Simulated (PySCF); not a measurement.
Correlation energy of Ga⁺ (gallium, charge +1)

[Ar] 3d10 4s2, closed-shell 1S. Computed with PySCF 2.14 in cc-pVTZ-DK, with the spin-free X2C one-electron Hamiltonian (Gaussian nucleus). Frozen: [Ar] 3d10; 2 electrons correlated.

Total MP2 correlation energy: -25.82 mhartree.

Same-spin part 0.00 and opposite-spin part -25.82 mhartree; SCS-MP2 scales them by 1/3 and 6/5 to -30.98 mhartree.

With two correlated electrons CCSD is exact within the correlated space (frozen core and kept virtual orbitals).

```csv
level,correlation energy (mhartree)
CCSD,-36.44
```

Diagnostics: T1 = 0.0064, D1 = 0.0090, largest double amplitude 0.096.

Cost of the coupled-cluster step: 0.11 s of wall time on 1 thread of Neoverse-V1 (shared host), for 2 correlated electrons.
